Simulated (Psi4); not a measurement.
Br$_{2}$Ge, triplet, at a GFN2-xTB geometry (the spin is typed, not shown lowest); BLYP/6-31G in Psi4 1.11.

The Psi4 input:
```
memory 2 GB

molecule {
0 3
Ge    0.01662620    0.00626078    1.00353305
Br    1.08727208   -1.65040649   -0.46661885
Br   -1.10247318    1.64468236   -0.45089707
}

set {
  basis 6-31g
  reference uks
  cholesky_tolerance 1e-3
  scf_type cd
}

energy('blyp')
print_variables()
```

The log (banner, timings and long lists left out):

```
   => Loading Basis Set <=

    Name: 6-31G
    Role: ORBITAL
    Keyword: BASIS

         ---------------------------------------------------------
                                   SCF
               by Justin Turney, Rob Parrish, Andy Simmonett
                          and Daniel G. A. Smith
                              UKS Reference
         ---------------------------------------------------------

  ==> Geometry <==

    Molecular point group: cs
    Full point group: Cs

    Geometry (in Angstrom), charge = 0, multiplicity = 3:

       Center              X                  Y                   Z               Mass
    ------------   -----------------  -----------------  -----------------  -----------------
         GE           0.003958632736    -0.996028786951     0.000000000000    73.921177761000
         BR           1.976314028778     0.474341861772     0.000000000000    78.918337600000
         BR          -1.980021998346     0.458617742477     0.000000000000    78.918337600000

  Running in cs symmetry.

  Rotational constants: A =      0.15655  B =      0.02729  C =      0.02324 [cm^-1]
  Rotational constants: A =   4693.22252  B =    818.23126  C =    696.75652 [MHz]
  Nuclear repulsion =  645.677305209821725

  Charge       = 0
  Multiplicity = 3
  Electrons    = 102
  Nalpha       = 52
  Nbeta        = 50

  ==> Algorithm <==

  SCF Algorithm Type is CD.
  DIIS enabled.
  MOM disabled.
  Fractional occupation disabled.
  Guess Type is SAD.
  Energy threshold   = 1.00e-06
  Density threshold  = 1.00e-06
  Integral threshold = 1.00e-12

  ==> Primary Basis <==

  Basis Set: 6-31G
    Blend: 6-31G
    Number of shells: 33
    Number of basis functions: 87
    Number of Cartesian functions: 87
    Spherical Harmonics?: false
    Max angular momentum: 2

  ==> DFT Potential <==

   => LibXC <=

    Version 7.1.2
    S. Lehtola, C. Steigemann, M. J. T. Oliveira, and M. A. L. Marques,  SoftwareX 7, 1–5 (2018) (10.1016/j.softx.2017.11.002)

   => Composite Functional: BLYP <=

    BLYP GGA Exchange-Correlation Functional

    P.J. Stephens et. al., J. Phys. Chem., 98, 11623-11627, 1994
    B. Miehlich et. al., Chem. Phys. Lett., 157(3), 200-206 1989

    Deriv               =              1
    GGA                 =           TRUE
    Meta                =          FALSE

    Exchange Hybrid     =          FALSE
    MP2 Hybrid          =          FALSE

   => Exchange Functionals <=

    1.0000     XC_GGA_X_B88

   => Correlation Functionals <=

    1.0000     XC_GGA_C_LYP

   => LibXC Density Thresholds  <==

    XC_GGA_C_LYP:  1.00E-14
    XC_GGA_X_B88:  1.00E-15

   => Molecular Quadrature <=

    Radial Scheme          =       TREUTLER
    Pruning Scheme         =           NONE
    Nuclear Scheme         =       TREUTLER

    Blocking Scheme        =         OCTREE
    BS radius alpha        =              1
    Pruning alpha          =              1
    Radial Points          =             75
    Spherical Points       =            302
    Total Points           =          63342
    Total Blocks           =            559
    Max Points             =            256
    Max Functions          =             71
    Weights Tolerance      =       1.00E-15

  ==> Integral Setup <==

  ==> CDJK: Cholesky-decomposed J/K Matrices <==

    J tasked:                     Yes
    K tasked:                      No
    wK tasked:                     No
    Integrals threads:              1
    Algorithm:                   Core
    Integral Cache:              NONE
    Schwarz Cutoff:             1E-12
    Cholesky tolerance:      1.00E-03
    No. Cholesky vectors:         322

  Minimum eigenvalue in the overlap matrix is 8.0578877978E-04.
  Reciprocal condition number of the overlap matrix is 1.7649854491E-04.
    Using symmetric orthogonalization.

  ==> Pre-Iterations <==

  SCF Guess: Superposition of Atomic Densities via on-the-fly atomic UHF (no occupation information).

   -------------------------
[...]

   @UKS iter SAD: -7218.27317977163329   -7.21827e+03   0.00000e+00
    Occupation by irrep:
             Ap   App
    DOCC [    37,   13 ]
    SOCC [     0,    2 ]
    NA   [    37,   15 ]
    NB   [    37,   13 ]

   @UKS iter   1: -7222.27641581794160   -4.00324e+00   5.49120e-02 DIIS/ADIIS
    Occupation by irrep:
             Ap   App
    DOCC [    36,   14 ]
    SOCC [     1,    1 ]
    NA   [    37,   15 ]
    NB   [    36,   14 ]

   @UKS iter   2: -7201.38184144563093    2.08946e+01   1.35362e-01 ADIIS
   @UKS iter   3: -7223.49296373043126   -2.21111e+01   3.81268e-02 DIIS/ADIIS
   @UKS iter   4: -7224.33312369654141   -8.40160e-01   2.87392e-03 DIIS/ADIIS
   @UKS iter   5: -7224.32713449324547    5.98920e-03   1.88435e-03 DIIS/ADIIS
   @UKS iter   6: -7224.34298116345872   -1.58467e-02   1.64129e-04 DIIS/ADIIS
   @UKS iter   7: -7224.34301931045047   -3.81470e-05   5.18515e-05 DIIS
   @UKS iter   8: -7224.34303349506081   -1.41846e-05   8.52903e-06 DIIS
   @UKS iter   9: -7224.34303345213357    4.29272e-08   9.41465e-06 DIIS
   @UKS iter  10: -7224.34303382533017   -3.73197e-07   2.57529e-06 DIIS
   @UKS iter  11: -7224.34303385546173   -3.01316e-08   2.18186e-07 DIIS
  Energy and wave function converged.

  ==> Post-Iterations <==

   Electrons on quadrature grid:
      Nalpha   =   51.9999728252 ; deviation = -2.717e-05
      Nbeta    =   49.9999727203 ; deviation = -2.728e-05
      Ntotal   =  101.9999455454 ; deviation = -5.445e-05

   @Spin Contamination Metric:   1.589734905E-03
   @S^2 Expected:                2.000000000E+00
   @S^2 Observed:                2.001589735E+00
   @S   Expected:                1.000000000E+00
   @S   Observed:                1.000000000E+00

    Orbital Energies [Eh]
    ---------------------

    Alpha Occupied:

[...]
      15App   -0.155825

    Alpha Virtual:

[...]
    Beta Occupied:

[...]
    Beta Virtual:

[...]
      63Ap    71.094213

    Final Occupation by Irrep:
             Ap   App
    DOCC [    36,   14 ]
    SOCC [     1,    1 ]
    NA   [    37,   15 ]
    NB   [    36,   14 ]

  @UKS Final Energy: -7224.34303385546173

   => Energetics <=

    Nuclear Repulsion Energy =            645.6773052098217249
    One-Electron Energy =              -11347.7855508402899432
    Two-Electron Energy =                3739.5850848111767846
    DFT Exchange-Correlation Energy =    -261.8198730361697812
    Empirical Dispersion Energy =           0.0000000000000000
    VV10 Nonlocal Energy =                  0.0000000000000000
    Total Energy =                      -7224.3430338554617265

  UHF NO Occupations:
  HONO-2 :   36 Ap 1.9994821
  HONO-1 :   15App 1.0000000
  HONO-0 :   37 Ap 1.0000000
  LUNO+0 :   38 Ap 0.0005179
  LUNO+1 :   39 Ap 0.0000830
  LUNO+2 :   40 Ap 0.0000740
  LUNO+3 :   16App 0.0000719

Computation Completed

Properties will be evaluated at   0.000000,   0.000000,   0.000000 [a0]

Properties computed using the SCF density matrix

 Multipole Moments:

 ------------------------------------------------------------------------------------
     Multipole            Electronic (a.u.)      Nuclear  (a.u.)        Total (a.u.)
 ------------------------------------------------------------------------------------

 L = 1.  Multiply by 2.5417464519 to convert [e a0] to [Debye]
 Dipole X            :          0.0078859           -0.0058632            0.0020227
 Dipole Y            :         -1.9829637            1.4752430           -0.5077207
 Dipole Z            :          0.0000000            0.0000000            0.0000000
 Magnitude           :                                                    0.5077248

 ------------------------------------------------------------------------------------

  Variable Map:
  ----------------------------------------------------------------------------
[...]
  Array Variable Map:
  ----------------------------------------------------------------------------
[...]
[...]
```
